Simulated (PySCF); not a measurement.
## Working out the excitation energy of C

C [He] 2s2 2p2 (3P) → C [He] 2s1 2p3 (5S). All numbers are calculated (PySCF 2.14, no relativity, point nucleus, in aug-cc-pVTZ). Frozen: 1s2. Energies in hartree (1 hartree = 27.21139 eV):

| part | C (lower) | C (upper) |
| --- | --- | --- |
| UHF | -37.691811 | -37.596797 |
| CCSD correlation | -0.087842 | -0.033975 |
| (T) | -0.002172 | -0.000354 |

What does Hartree-Fock give?

(-37.596797) − (-37.691811) = 0.095014 hartree = 2.585 eV.

What do CCSD and CCSD(T) give?

The CCSD correlation energies differ by 0.053867 hartree = 1.466 eV and the triples by 0.001818 hartree = 0.049 eV, so CCSD gives 4.051 eV and CCSD(T) 4.100 eV.

Measured between the centres of the two terms (NIST): 4.179 eV, so CCSD(T) (valence) is off by -0.079 eV.

What remains against the reference includes basis incompleteness, the frozen core and higher excitations.
